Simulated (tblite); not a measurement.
C₇H₁₃PSi.
SMILES with atom numbers: `[CH3:1][CH2:2][P:3]1[CH:4]=[CH:5][CH:6]([SiH3:7])[CH:8]=[CH:9]1` (hydrogens: H10, H11, H12 on C1; H13, H14 on C2; H15 on C4; H16 on C5; H17 on C6; H18, H19, H20 on Si7; H21 on C8; H22 on C9)

The geometry is computed with GFN2-xTB (gas phase).

Give the optimised bond lengths and angles.

```json
{"bond": "C1–C2", "length (bohr)": "2.877"}
{"bond": "C2–P3", "length (bohr)": "3.540"}
{"bond": "P3–C4, P3–C9", "length (bohr)": "3.425"}
{"bond": "C4=C5, C8=C9", "length (bohr)": "2.508"}
{"bond": "C5–C6, C6–C8", "length (bohr)": "2.814"}
{"bond": "C6–Si7", "length (bohr)": "3.638"}
{"bond": "C1–H10, C1–H11, C1–H12", "length (bohr)": "2.057"}
{"bond": "C2–H13, C2–H14", "length (bohr)": "2.067"}
{"bond": "C4–H15, C9–H22", "length (bohr)": "2.045"}
{"bond": "C5–H16, C8–H21", "length (bohr)": "2.047"}
{"bond": "C6–H17", "length (bohr)": "2.067"}
{"bond": "Si7–H18, Si7–H19, Si7–H20", "length (bohr)": "2.763"}
```

Bonds in one row agree within 0.02 bohr and their mean is given. A selection of angles:
```json
{"angle": "C1–C2–P3", "degrees": "111.6"}
{"angle": "C2–P3–C4", "degrees": "99.5"}
{"angle": "C2–P3–C9", "degrees": "98.4"}
{"angle": "C4–P3–C9", "degrees": "95.4"}
{"angle": "P3–C4–C5", "degrees": "121.9"}
{"angle": "C4–C5–C6", "degrees": "123.7"}
{"angle": "C5–C6–Si7", "degrees": "109.3"}
{"angle": "C5–C6–C8", "degrees": "112.1"}
```

Torsions: C1–C2–P3–C4 80° (synclinal); C2–P3–C4–C5 134° (anticlinal); P3–C4–C5–C6 -4° (synperiplanar); C4–C5–C6–Si7 86° (synclinal); C5–C6–C8–C9 35° (synclinal); C6–C8–C9–P3 4° (synperiplanar); C2–P3–C9–C8 -135° (anticlinal). The mirror-image conformer, all signs reversed, is as good.

The C–P distances run from 1.812 Å (P3–C9, drawn single) to 1.873 Å (C2–P3, drawn single), a spread of 0.061 Å. The 6-membered ring P3–C4–C5–C6–C8–C9 has internal angles of 95.4° to 123.8°; it is puckered, 0.23 Å rms from its mean plane, widest ring torsion 35°. Of the pairs four or more bonds apart, P3···Si7 is among the closest relative to their van der Waals radii: 3.79 Å, 97 % of the sum of Bondi's values. P3 (phosphine phosphorus) is pyramidal (angles 99.5°, 98.4° and 95.4°, sum 293.3°, 0.90 Å off the plane of its three neighbours). The C–C distances run from 1.327 Å (C4=C5, drawn double) to 1.522 Å (C1–C2, drawn single), a spread of 0.195 Å. Si7 (SiH3 silicon) is tetrahedral (angles from 107.6° to 111.5°).

Point group: C1 (no symmetry element, even within 0.4 Å). Its GFN2-xTB frequencies are all real (lowest 50 cm⁻¹). The numbers are those of one conformer. 3 starts were optimised and ended at 0.00, 0.01 and 4.80 kcal/mol (GFN2-xTB); the lowest of these is shown.
